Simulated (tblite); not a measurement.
Species: C₅H₈ClFSi.
Cartesian coordinates in Å at the GFN2-xTB level; atoms count from 1:
```xyz
16
C5H8ClFSi angstrom
C     -2.327    0.709   -0.582
C     -1.204    0.038   -0.443
C      0.065   -0.089   -1.241
C      0.736   -0.724    0.001
Si     1.926    0.425    0.943
Cl     3.594    0.589   -0.186
C     -0.645   -0.809    0.668
F     -0.724   -0.269    1.937
H     -3.092    0.687    0.175
H     -2.521    1.309   -1.456
H      0.489    0.849   -1.599
H     -0.026   -0.771   -2.087
H      1.187   -1.700   -0.186
H      2.275   -0.169    2.228
H      1.332    1.751    1.075
H     -1.073   -1.815    0.743
```

Calculated harmonic vibrations of the isolated species, GFN2-xTB (tblite), most abundant isotopes, no scaling. The method is semi-empirical: single wavenumbers can be off by several per cent or more. Modes of hydrogen on silicon can be 10 to 20 % off. One conformer, not necessarily the lowest.

Harmonic wavenumbers (cm⁻¹): 37.9, 53.2, 97.5, 149.3, 205.5, 266.2, 330.8, 427.8, 483.2, 505.9, 514.9, 579.3, 657.0, 687.7, 705.2, 745.6, 764.5, 868.7, 902.6, 927.8, 953.0, 999.7, 1036.6, 1060.1, 1100.8, 1158.1, 1183.5, 1222.3, 1227.5, 1232.7, 1284.2, 1398.5, 1459.6, 1775.5, 2294.5, 2310.5, 2917.5, 2964.0, 2977.3, 2994.3, 3101.0, 3128.6.

A = 2854, B = 802.7, C = 694.2 MHz; mass 150.007 u (most abundant isotopes); point group C1, symmetry number 1.

What is the zero-point energy?

½Σν̃ = 24845 cm⁻¹ = 71.04 kcal/mol.

What is S at 400 K and 1 bar for an ideal gas of classical rigid rotors and harmonic oscillators?

Translation 42.41, rotation 30.57, vibration 36.61: S = 109.6 cal/(mol K).

And Cp and H(400 K) − H(0)?

Cp = 44.86 cal/(mol K), of which vibrations give 36.91 (their classical limit is 42 R = 83.5); H(400 K) − H(0) = 10.62 kcal/mol without the zero-point energy, 7.44 from vibrations.

How do the functions run with temperature in this model?

| T (K) | S (cal/(mol K)) | Cp (cal/(mol K)) | H − H(0) (kcal/mol) | G − H(0) (kcal/mol) | ln q(vib) |
| --- | --- | --- | --- | --- | --- |
| 100 | 70.8 | 17.4 | 1.29 | -5.80 | 1.99 |
| 200 | 85.5 | 26.2 | 3.45 | -13.65 | 4.38 |
| 300 | 98.0 | 36.0 | 6.57 | -22.83 | 6.72 |
| 500 | 120.4 | 52.0 | 15.48 | -44.72 | 11.39 |
| 800 | 148.2 | 66.1 | 33.41 | -85.18 | 18.08 |
| 1000 | 163.6 | 71.9 | 47.24 | -116.40 | 22.18 |

q(vib) and H(0) count from the zero-point level.

Blend soft modes into free rotors: weight 1/[1 + (100 cm⁻¹/ν̃)⁴] for the oscillator and the rest for a rotor with moment μB/(μ + B), μ = h/(8π²ν), B = 10⁻⁴⁴ kg m². What vibrational entropy results?

32.86 cal/(mol K) in place of 36.61, which changes −T·S at 400 K by +1.50 kcal/mol.

Hindered rotation and anharmonicity are outside this model. Other conformers, if any are populated, would add a mixing term that is left out. The structure is chiral; the term R ln 2 for an equal mix with its mirror image is left out.
